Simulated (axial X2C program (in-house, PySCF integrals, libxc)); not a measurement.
## Ionising ScS

Computed with an axial X2C code built on PySCF integrals, spin-free (one-electron X2C) or two-component (2c: spin–orbit coupling with atomic mean-field Coulomb and Gaunt terms, which also bring small scalar terms), in Dyall basis sets with cores contracted in-house; open shells are unrestricted.

Basis sets: S dyall-av3z, Sc dyall-cv3z. Frozen shells (counts by l): ScS Sc 3s2p, S 2s1p, 9 electrons correlated; ScS⁺ Sc 3s2p, S 2s1p, 8 electrons correlated. Coupled cluster in natural virtuals with an MP2 remainder. Where the outer core of a metal is frozen, bonds come out longer and ionisation energies lower.

| Hamiltonian | level | ScS state | Re (Å) | ωe (cm⁻¹) | De (eV) |
| --- | --- | --- | --- | --- | --- |
| spin-free | HF | M_S = 1/2, Λ = 0 | 2.150 | 606.9 | 2.34 |
| spin-free | PBE0 | M_S = 1/2, Λ = 0 | 2.122 | 588.3 | 4.99 |
| spin-free | CCSD | M_S = 1/2, Λ = 0 | 2.152 | 584.5 | 4.07 |
| spin-free | CCSD(T) | M_S = 1/2, Λ = 0 | 2.169 | 558.2 | 4.49 |
| 2c | HF | Ω = 1/2 | 2.150 | 606.8 | 2.33 |
| 2c | PBE0 | Ω = 1/2 | 2.122 | 588.2 | 4.99 |
| 2c | CCSD(T) | Ω = 1/2 | 2.169 | 558.2 | 4.46 |

Adiabatic ionisation energy (minimum to minimum, no zero-point term) and constants of ScS⁺:

```csv
Hamiltonian,level,ScS⁺ state,IE (eV),Re (Å),ωe (cm⁻¹),De (eV),fragments
spin-free,HF,"M_S = 0, Λ = 0",6.63,2.078,676.6,1.09,Sc+ + S
spin-free,PBE0,"M_S = 0, Λ = 0",6.62,2.071,638.2,4.73,Sc+ + S
spin-free,CCSD,"M_S = 0, Λ = 0",6.60,2.096,631.7,3.83,Sc+ + S
spin-free,CCSD(T),"M_S = 0, Λ = 0",6.47,2.128,575.7,4.40,Sc+ + S
2c,HF,Ω = 0,6.63,2.078,676.5,n/a,Sc+ + S
2c,PBE0,Ω = 0,6.62,2.071,638.2,n/a,Sc+ + S
2c,CCSD(T),Ω = 0,6.47,2.128,575.6,n/a,Sc+ + S
```

Q: Add the zero-point terms to the ionisation energy at CCSD(T), 2c, and say whether the electron removed was bonding.

A: IE0 = IE + (ωe⁺ − ωe)/2 = 6.47 + (0.001) = 6.47 eV. Re changes by -0.041 Å, so the bond shortens, as on loss of an antibonding or a polarising non-bonding electron.

Each entry is the lowest single determinant of a limited PBE0 search at one distance. De goes to single-determinant-based atoms at the same level (for ions the charge split of lowest energy) and is withheld (n/a) where an atom does not fit its ground term or J level. Main or longest-lived isotopes. One determinant is a doubtful description, or other states lie close, for ScS⁺; these need not be ground states, and all values refer to the states named. Some light 2c atoms are not at their ground J level, so De misses part of their lowering (0.04 eV or less). The functionals have no current term, which raises determinants with orbital currents.
